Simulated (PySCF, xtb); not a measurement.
Ge(H)2(Br)(Me) (CH5BrGe), SMILES [CH3][GeH2][Br].

Harmonic wavenumbers (cm⁻¹) from xtb with GFN2-xTB at its own minimum, in rising order: 116, 134, 294, 398, 582, 590, 659, 793, 812, 822, 1326, 1445, 1446, 1885, 1945, 2999, 3001, 3025.

Task: What does PBE-D3(BJ)/def2-SVP in PySCF give at its own minimum? (An estimate is asked for; the answer gives what the named calculation found.)

Result: 127, 141, 291, 427, 591, 591, 673, 815, 832, 842, 1204, 1377, 1385, 2078, 2090, 2987, 3095, 3109. Paired by order, the mean absolute difference is 51 cm⁻¹ and the zero-point energies are 31.8 and 32.4 kcal/mol.
